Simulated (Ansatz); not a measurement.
`CB1NC1(N)N`. Charge 0, multiplicity 1. The structure was optimised at the PBE0-D4/def2-TZVP level. It is one conformer, not always the lowest.

```xyz
14

C     1.433   -0.622    1.652
B     0.627   -0.418    0.342
N     0.407   -0.870   -0.916
C    -0.441    0.256   -0.584
N    -1.858   -0.071   -0.615
N    -0.175    1.493   -1.249
H     2.086   -1.496    1.618
H     0.763   -0.722    2.511
H     2.052    0.259    1.849
H     0.567   -1.411   -1.750
H    -2.388    0.631   -0.112
H    -2.027   -0.961   -0.160
H    -0.861    1.660   -1.977
H    -0.185    2.273   -0.608
```

**Question.** What is the dipole moment at B3LYP/def2-TZVPP? (Estimate.)

**Answer.** Computed: 1.31 D, with components (-0.54, -0.14, 1.19) D in this frame, pointing from negative to positive charge.

**Question.** And with PBE, r2SCAN, ωB97M-V? (Estimate.)

**Answer.** Computed: PBE 1.23 D, r2SCAN 1.29 D, ωB97M-V 1.32 D.

**Question.** Give the Mulliken charges with B3LYP, PBE, r2SCAN in def2-TZVPP. (An estimate is asked.)

**Answer.** Ansatz gave: 
| atom | B3LYP | PBE | r2SCAN |
| --- | --- | --- | --- |
| C1 | -0.29 | -0.32 | -0.22 |
| B2 | -0.02 | -0.08 | -0.02 |
| N3 | -0.14 | -0.09 | -0.16 |
| C4 | 0.19 | 0.14 | 0.26 |
| N5 | -0.32 | -0.32 | -0.35 |
| N6 | -0.34 | -0.33 | -0.39 |
| H7 | 0.10 | 0.10 | 0.06 |
| H8 | 0.10 | 0.10 | 0.06 |
| H9 | 0.10 | 0.11 | 0.07 |
| H10 | 0.15 | 0.15 | 0.15 |
| H11 | 0.12 | 0.13 | 0.13 |
| H12 | 0.12 | 0.13 | 0.13 |
| H13 | 0.11 | 0.12 | 0.13 |
| H14 | 0.14 | 0.15 | 0.15 |

B3LYP here is the variant with VWN-RPA as its local correlation; programs differ in this.
